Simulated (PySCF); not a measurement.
Computed with B3LYP-D3(BJ)/def2-TZVP (PySCF). Gas-phase values, no solvent. B3LYP has the VWN-RPA correlation part, as in Gaussian. 

Reference species (SMILES): `CC1=CC=C1` (neutral, multiplicity 1).

```
Quantity          Value
-------------  --------
dipole moment    0.52 D
HOMO           -5.13 eV
```

Changed species: `C1C(C1)C#C`.

Task: Predict the effect on the dipole moment and HOMO.

Result: the dipole moment goes up by 0.47 D, to 0.99 D; the HOMO drops by 1.84 eV, to -6.97 eV.
